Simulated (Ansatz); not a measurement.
Ansatz (a quantum-chemistry and plane-wave program) input (CCSD(T)/STO-3G):

Ansatz 0.2 input:
```yaml
crystal:
  periodic: [false, false, false]
  atoms:
    - {symbol: Al, position_ang: [-0.82832125, -0.71720851, -0.81811482]}
    - {symbol: Br, position_ang: [0.01754099, 1.64283823, -1.03351702]}
    - {symbol: Br, position_ang: [0.29012119, -1.37644650, 1.33738824]}
basis:
  gaussian:
    orbitals: STO-3G
total_charge: -1
magnetization: {spin_polarized: false}
correlation: {method: ccsd_t, electrons: outside_noble_gas}
```

End of the output:

```
integrals: 0.01 GiB planned
448 factors; integrals over basis functions are off by at most 1.6e-5 eV
mean field: 0.19 GiB planned
mean field evaluation 1: about -144990.4274 eV, gradient 1.1e1 eV
mean field evaluation 2: about -144990.4410 eV, gradient 1.1e1 eV
mean field evaluation 4: about -144991.3298 eV, gradient 3.9e-1 eV
mean field evaluation 8: about -144991.3320 eV, gradient 2.1e-6 eV
mean field -144991.33203683 eV, -5328.3331736988 hartree, gradient 4.7e-6 eV, S^2 0.000000; 0 other end points of the search recorded, 0 dependent functions left out
33 core orbitals not correlated
reference -144991.33203683 eV, -5328.3331736988 hartree; 9, 9 occupied and 3, 3 virtual orbitals, 448 factors
second order -0.63682529 eV of doubles, -0.00000000 eV of singles
coupled cluster: 0.04 GiB planned
cycle   1  -0.81790570 eV  change   -1.8e-1 eV  update   5.2e-2
cycle   2  -0.93979360 eV  change   -1.2e-1 eV  update   2.2e-2
cycle   3  -0.95270703 eV  change   -1.3e-2 eV  update   5.1e-3
cycle   4  -0.95310291 eV  change   -4.0e-4 eV  update   1.7e-3
cycle   5  -0.95340754 eV  change   -3.0e-4 eV  update   3.5e-4
cycle   6  -0.95343812 eV  change   -3.1e-5 eV  update   9.1e-5
cycle   7  -0.95340136 eV  change    3.7e-5 eV  update   1.8e-5
cycle   8  -0.95340989 eV  change   -8.5e-6 eV  update   3.3e-6
perturbative correction -0.01218514 eV, -0.0004477957 hartree
Total energy: -144992.29763186 eV, -5328.3686586617 hartree
```
